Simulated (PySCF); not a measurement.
## Ionising NaTe

LC-ωPBE; PySCF, scalar-relativistic core potentials, basis sets Na def2-SVPD, Te def2-SVPD with ECP28. Neutral (UKS): doublet (π ↑), Re = 2.798 Å, ωe = 239 cm⁻¹, De = 2.15 eV, HOMO -7.06 eV, LUMO -0.51 eV.

NaTe⁺ (UKS): triplet (π ↑↑), Re = 3.144 Å, ωe = 143 cm⁻¹, De = 0.67 eV to Na⁺ + Te. The energies at the minima are -430.23731 hartree for NaTe and -429.99417 for NaTe⁺.

Work out the adiabatic ionisation energy, without and with harmonic zero-point energies (1 hartree = 27.2114 eV, 1 eV = 8065.5 cm⁻¹), and the change of the bond length.

At LC-ωPBE: 0.24314 hartree = 6.616 eV between the minima; the zero-point term (143.0 − 239.0)/2 cm⁻¹ = -0.006 eV makes it 6.610 eV. Re changes by +34.6 pm against the neutral. The electron leaves a π orbital, and the ion is left as a loose complex of an ion and an atom.

These are scalar-relativistic numbers at best; spin–orbit coupling would shift them, the dissociation energy most. For an ion De counts to the pair picked by the measured ionisation energies or electron affinities, which need not be the lowest pair at this level. States were picked by a PBE0 search and need not be the measured ground states.
